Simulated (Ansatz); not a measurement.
Total energies of CH$_{6}$OSeSi, SMILES `OC[SiH2][SeH]`.

Z-matrix (Å, degrees):
```
C
Si 1 1.886
O 1 1.414 2 109.1
H 1 1.100 2 108.7 3 -122.7
H 1 1.102 2 107.7 3 121.8
Se 2 2.279 1 113.5 3 64.5
H 2 1.487 1 107.6 3 -173.6
H 2 1.483 1 110.2 3 -53.0
H 3 0.960 1 109.0 2 -175.7
H 6 1.469 2 92.8 1 74.8
```

Charge 0, multiplicity 1. Correlated methods include outer-core shells of Se, which these sets cover unevenly. Scalar relativity is left out up to krypton. All single points use the PBE0-D4/def2-TZVP geometry. It is one conformer, not always the lowest. Basis def2-TZVPP, Ansatz.

RPA on PBE orbitals: Hartree–Fock energy of these orbitals -2805.01888 Eh, correlation -1.32489 Eh (frozen core).

```
 functional  energy without D4 (Eh)  D4 term (kJ/mol)
LDA (SPW92)             -2802.53668                 –
    LC-ωPBE             -2807.57261                 –
```

Give the same for PBE, revPBE, BLYP, r2SCAN, B97M-V, PBE0, B3LYP, r2SCANh, r2SCAN0, HSE06 (plane-wave form), BHLYP, CAM-B3LYP, ωB97X-V, ωB97M-V, B2PLYP, PBE-QIDH. (An estimate is asked.)

Ansatz gave: 
| functional | energy without D4 (Eh) | D4 term (kJ/mol) |
| --- | --- | --- |
| PBE | -2807.40561 | -20.8 |
| revPBE | -2807.75932 | -59.7 |
| BLYP | -2808.04713 | -45.3 |
| r2SCAN | -2807.95599 | -5.0 |
| B97M-V | -2807.51986 | – |
| PBE0 | -2807.52071 | -17.7 |
| B3LYP | -2808.11895 | -33.8 |
| r2SCANh | -2807.94549 | -5.4 |
| r2SCAN0 | -2807.93097 | -6.0 |
| HSE06 (plane-wave form) | -2807.51108 | -16.6 |
| BHLYP | -2807.97974 | -27.2 |
| CAM-B3LYP | -2808.13815 | -18.2 |
| ωB97X-V | -2807.75422 | – |
| ωB97M-V | -2807.84777 | – |
| B2PLYP | -2807.46736 | – |
| PBE-QIDH | -2807.10372 | – |

B3LYP takes the VWN-RPA correlation (the form of Gaussian; ORCA's B3LYP/G). HSE06 is the plane-wave form, built on full-range PBE exchange. The double hybrids freeze the cores in their second-order part.

LC-ωPBE has ω = 0.4 bohr⁻¹.
